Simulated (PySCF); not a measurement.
Species: C₇H₇F₄O (charge +1).
Atom-mapped SMILES: `[CH3:1][O:2][C:3]1=[CH:4][C+:5]([C:6]([F:7])([F:8])[F:9])[CH2:10][C@H:11]1[F:12]` (hydrogens: H13, H14, H15 on C1; H16 on C4; H17, H18 on C10; H19 on C11)

Computed geometry: GFN2-xTB, gas phase.

(1) List the bond lengths, angles and torsions at this level.

Results:

(1) 
```
                  bond  length (pm)   order
                 C1–O2        142.5  single
                 O2–C3        125.9  single
                 C3=C4        142.5  double
                 C4–C5        135.9  single
                 C5–C6        151.7  single
   C6–F7, C6–F8, C6–F9        133.1  single
                C5–C10        147.5  single
               C10–C11        153.7  single
               C11–F12        135.4  single
                C3–C11        152.1  single
C1–H13, C1–H14, C1–H15        109.1  single
                C4–H16        107.8  single
               C10–H17        109.9  single
               C10–H18        109.4  single
               C11–H19        110.3  single
```

Bonds in one row agree within 1 pm and their mean is given. Orders are formal, as drawn. A selection of angles:
```
      angle  degrees
  O2–C1–H13    106.0
  O2–C1–H14    111.2
 H13–C1–H14    110.1
   C1–O2–C3    123.6
   O2–C3–C4    130.9
  O2–C3–C11    120.3
  C4–C3–C11    108.8
   C3–C4–C5    109.0
  C3–C4–H16    125.8
  C5–C4–H16    125.2
   C4–C5–C6    125.0
  C4–C5–C10    113.7
  C6–C5–C10    121.4
   C5–C6–F7    109.5
   C5–C6–F8    111.5
   F7–C6–F8    108.3
   F8–C6–F9    108.6
 C5–C10–C11    103.5
 C5–C10–H17    110.9
 C5–C10–H18    112.3
C11–C10–H17    110.1
C11–C10–H18    114.3
H17–C10–H18    105.8
C10–C11–F12    113.6
C10–C11–H19    111.5
F12–C11–H19    106.7
 C3–C11–C10    104.2
 C3–C11–F12    111.3
 C3–C11–H19    109.5
```

Torsions: C1–O2–C3–C4 0° (synperiplanar); O2–C3–C4–C5 175° (antiperiplanar); C3–C4–C5–C6 178° (antiperiplanar); C4–C5–C6–F7 -110° (anticlinal); C4–C5–C10–C11 6° (synperiplanar); C5–C10–C11–F12 -130° (anticlinal); O2–C3–C11–C10 -171° (antiperiplanar).

C5 (carbon bonded to 3 C) is planar (angles 125.0°, 121.4° and 113.7°, sum 360.0°, 0.01 Å off the plane of its three neighbours). The 6 C–C bonds span 1.359 Å (C4–C5, drawn single in a drawing that doesn't fit all lengths) to 1.537 Å (C10–C11, drawn single in a drawing that doesn't fit all lengths), a spread of 0.178 Å. Of the pairs four or more bonds apart, F8···H16 is among the closest relative to their van der Waals radii: 2.59 Å, 97 % of the sum of Bondi's values. The C–O distances run from 1.259 Å (O2–C3, drawn single in a drawing that doesn't fit all lengths) to 1.425 Å (C1–O2, drawn single in a drawing that doesn't fit all lengths), a spread of 0.166 Å. C4 (carbon bonded to 2 C and H) is planar (angles 125.8°, 125.2° and 109.0°, sum 360.0°, 0.01 Å off the plane of its three neighbours). C3 (carbon bonded to 2 C and O) is planar (angles 130.9°, 120.3° and 108.8°, sum 360.0°, 0.00 Å off the plane of its three neighbours). The 5-membered ring C3–C4–C5–C10–C11 has internal angles of 103.5° to 113.7° (sum 539°, against 540° for a flat polygon); it is slightly puckered (a soft mode that the optimisation may not have finished), 0.04 Å rms from its mean plane, widest ring torsion 8°.

Point group: C1 (no symmetry element, even within 0.4 Å). Whether it is a minimum is left open (no frequencies).

One conformer stands for the species.
